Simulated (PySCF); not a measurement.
Coordinates in bohr (charge -1 multiplicity 1):
```
Te   -0.6080    0.0000    0.0000
Cl   -0.8456    4.8857    0.0000
Cl    3.9538    0.0000    0.0000
Cl   -0.8456   -4.8857    0.0000
```

Method: PBE0/[Te def2-SVPD with ECP28, Cl def2-SVPD], scalar-relativistic core potentials, density fitting, no spin–orbit coupling, PySCF.

This geometry of TeCl₃⁻ is a stationary point at this level.

What is the point group?

C2v.

Is it a minimum?

Yes: all harmonic wavenumbers are real.

What are the dipole moment and the gap between the highest occupied and lowest empty levels?

0.77 D about the centre of mass and 3.30 eV.

Give the ideal-gas entropy at 298.15 K and 1 bar by parts.

translation 176.9, rotation 116.8, vibration 65.2, spin 0.0; total 359.0 J/(mol K).

This need not be the most stable arrangement of these atoms. The lowest empty level of this anion is unbound, so it and the gap depend on the basis.
